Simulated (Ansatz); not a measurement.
Cu₃Cl₆⁺, 9 atoms. Hardware: 4 threads of Intel Xeon on a shared host.

Correlated methods freeze 57 core orbitals.

**Question.** How many basis functions does each of these Ansatz runs have, and roughly what does it cost? BHLYP-D4/def2-TZVP, charge 1 singlet, energy, from earlier orbitals; MP2/def2-SVP, charge 1 singlet, energy, from earlier orbitals; PBE0-D4/def2-SVP, charge 1 singlet, energy with a search over starts; PBE0-D4/def2-SVP, charge 1 singlet, energy, from earlier orbitals; PBE-D4/def2-SVP, charge 1 singlet, energy, from earlier orbitals; RPA@PBE/def2-SVP, charge 1 singlet, energy, from earlier orbitals; PBE-D4/def2-TZVP, charge 1 singlet, energy and forces, from earlier orbitals; LC-ωPBE/def2-TZVP, charge 1 singlet, energy, from earlier orbitals; HF/STO-3G, charge 1 singlet, energy; r2SCAN-D4/def2-SVP, charge 1 singlet, relaxation, 9 steps; HF/def2-TZVP, charge 1 singlet, energy, from earlier orbitals; PBE0-D4/def2-TZVP, charge 1 singlet, energy, from earlier orbitals.

**Answer.** Other jobs shared the machine, so times can vary by a factor of up to 3. A dash marks memory too small to be measured apart from the calling script's.

```json
{"run": "PBE-D4/def2-SVP, charge 1 singlet, energy, from earlier orbitals", "functions": "201", "fitting or Cholesky vectors": "2322", "wall time": "5.5 s", "peak host memory (GiB)": "–"}
{"run": "PBE0-D4/def2-SVP, charge 1 singlet, energy, from earlier orbitals", "functions": "201", "fitting or Cholesky vectors": "2010", "wall time": "9.5 s", "peak host memory (GiB)": "0.84"}
{"run": "HF/STO-3G, charge 1 singlet, energy", "functions": "108", "fitting or Cholesky vectors": "1067", "wall time": "12 s", "peak host memory (GiB)": "0.71"}
{"run": "PBE-D4/def2-TZVP, charge 1 singlet, energy and forces, from earlier orbitals", "functions": "357", "fitting or Cholesky vectors": "2895", "wall time": "14 s", "peak host memory (GiB)": "1"}
{"run": "PBE0-D4/def2-SVP, charge 1 singlet, energy with a search over starts", "functions": "201", "fitting or Cholesky vectors": "2010", "wall time": "25 s", "peak host memory (GiB)": "0.84"}
{"run": "LC-ωPBE/def2-TZVP, charge 1 singlet, energy, from earlier orbitals", "functions": "357", "fitting or Cholesky vectors": "2895", "wall time": "29 s", "peak host memory (GiB)": "1.6"}
{"run": "BHLYP-D4/def2-TZVP, charge 1 singlet, energy, from earlier orbitals", "functions": "357", "fitting or Cholesky vectors": "2675", "wall time": "30 s", "peak host memory (GiB)": "1.8"}
{"run": "PBE0-D4/def2-TZVP, charge 1 singlet, energy, from earlier orbitals", "functions": "357", "fitting or Cholesky vectors": "2675", "wall time": "30 s", "peak host memory (GiB)": "1.8"}
{"run": "HF/def2-TZVP, charge 1 singlet, energy, from earlier orbitals", "functions": "357", "fitting or Cholesky vectors": "2675", "wall time": "36 s", "peak host memory (GiB)": "2"}
{"run": "RPA@PBE/def2-SVP, charge 1 singlet, energy, from earlier orbitals", "functions": "201", "fitting or Cholesky vectors": "2010", "wall time": "40 s", "peak host memory (GiB)": "1.6"}
{"run": "MP2/def2-SVP, charge 1 singlet, energy, from earlier orbitals", "functions": "201", "fitting or Cholesky vectors": "2010", "wall time": "41 s", "peak host memory (GiB)": "1.6"}
{"run": "r2SCAN-D4/def2-SVP, charge 1 singlet, relaxation, 9 steps", "functions": "201", "fitting or Cholesky vectors": "2322", "wall time": "71 s", "peak host memory (GiB)": "–"}
```
